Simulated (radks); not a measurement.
Numerical settings for the indium ion In3+, [Kr] 4d10. Method: scalar-relativistic Kohn-Sham, LDA (Slater exchange, Perdew-Wang correlation), spin-polarised, spherical densities, point nucleus; computed with a radial shooting solver on a logarithmic mesh with Libxc functionals. The defaults (mesh step 0.008 in ln r, mesh end at 40 bohr or more with all orbitals vanishing there, Anderson mixing 0.5 over 9 steps, residual threshold near 1e-9 with the energy settled to 1e-9 hartree or 1e-11 of itself, here a cap of 82 iterations) give E = -5874.4634 hartree and 4d at -48.132 eV in 14 iterations. Run on one thread of a shared host, so times are rough (Intel(R) Xeon(R) 6975P-C): 0.15 s of CPU time, 0.15 s wall, 14 iterations on 2476 mesh points. Changes against that run (0 stands for a change within the tolerance of the run):

| setting | iterations | converged | E (mhartree) | e(4d) (meV) | CPU (s) |
|---|---|---|---|---|---|
| mesh step in ln r 0.005 | 14 | yes | 0 | 0 | 0.23 |
| mesh step in ln r 0.02 | 14 | yes | 0 | 0 | 0.06 |
| mesh step in ln r 0.05 | 14 | yes | +0.0309 | -0.00934 | 0.03 |
| mesh end (bohr) 12 | 14 | yes | 0 | 0 | 0.15 |
| mesh end (bohr) 20 | 14 | yes | 0 | 0 | 0.16 |
| residual threshold 0.1 | 10 | yes | 0 | -0.15 | 0.12 |
| residual threshold 1e-05 | 10 | yes | 0 | -0.15 | 0.13 |
| mixing 2.5 | 14 | yes | 0 | 0 | 0.15 |
| linear mixing, mixing 0.8 | 68 | yes | 0 | 0 | 0.63 |
| linear mixing, mixing 0.05 | 82 | no | +0.0603 | -284 | 0.9 |
| mixing history 20 | 21 | yes | 0 | 0 | 0.23 |
| iteration cap 2 | 2 | no | +2.25e+03 | -3.71e+04 | 0.03 |

No run marked as converged misses the energy by more than 1 mhartree. A mesh that ends early acts as a hard wall.
